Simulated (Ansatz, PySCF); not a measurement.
Gas-phase reaction (SMILES): C=CB(Br)C=C + 2 B (BH3) + 2 C (CH4) → BBr (BH2Br) [bromoborane] + 2 BC (CH5B) + 2 C=C (C2H4) [ethene]; bond separation energy.

Structures are relaxed separately at B3LYP-D3(BJ)/def2-TZVP in Ansatz (a quantum-chemistry and plane-wave program), one conformer each, not searched for the lowest. Correlated levels leave the core frozen unless marked. No spin-orbit coupling. The frozen core is the preceding noble-gas configuration, with the filled d and f shells of earlier blocks. No relativistic terms. CBS(X,Y): correlation extrapolated as X^-3; Hartree-Fock from the larger set. Unstable Hartree-Fock reference: C=CB(Br)C=C. Thermal terms are rigid-rotor harmonic-oscillator values from B3LYP-D3(BJ) frequencies (Ansatz or PySCF) at 298.15 K and 1 atm. 1 Eh = 627.5095 kcal/mol.

```
species      E, CCSD(T)/CBS(cc-pVTZ,cc-pVQZ) (Ansatz) (Eh)  E, wB97X-V/def2-TZVPD (Ansatz) (Eh)  H - E (Eh)  G - E (Eh)
-----------  ---------------------------------------------  -----------------------------------  ----------  ----------
C=CB(Br)C=C                                    -2753.29242                          -2754.81850     0.09851     0.05794
B (BH3)                                          -26.54901                            -26.60537     0.03008     0.00872
BBr (BH2Br)                                    -2598.68554                          -2599.98136     0.02466    -0.00325
BC (CH5B)                                        -65.82665                            -65.94229     0.06039     0.03227
C (CH4)                                          -40.45816                            -40.51531     0.04840     0.02728
C=C (C2H4)                                       -78.47456                            -78.58890     0.05494     0.03009
```

Work out ΔE and ΔH, ΔG, ΔS and the equilibrium constant at 298.15 K at the first level, then ΔH at the second.


1. ΔE = [(-2598.68554) + 2×(-65.82665) + 2×(-78.47456)] - [(-2753.29242) + 2×(-26.54901) + 2×(-40.45816)] = 0.01880 Eh = 11.8 kcal/mol at CCSD(T)/CBS(cc-pVTZ,cc-pVQZ).
2. The terms H - E add up to -0.00015 Eh, so ΔH = (0.01880 + (-0.00015))×627.5095 = 11.7 kcal/mol.
3. The terms G - E add up to -0.00847 Eh, so ΔG = 6.5 kcal/mol, and ΔS = (-0.00015 - (-0.00847))×627509.5/298.15 = 17.5 cal/(mol K).
4. log10 K = -ΔG/(RT ln 10) = -4.8, with RT ln 10 = 1.3642 kcal/mol.
5. With ΔH and ΔS taken as constant, ΔG changes sign near ΔH/ΔS = 670 K, a rough figure that leaves out heat capacities.
6. At wB97X-V/def2-TZVPD the same steps give ΔE = 10.1 and ΔH = 10.0 kcal/mol, a shift of -1.7 from the first level.
7. These values are not checked against measurement here, since the tables used lack a sound gas-phase enthalpy of formation for at least one species.
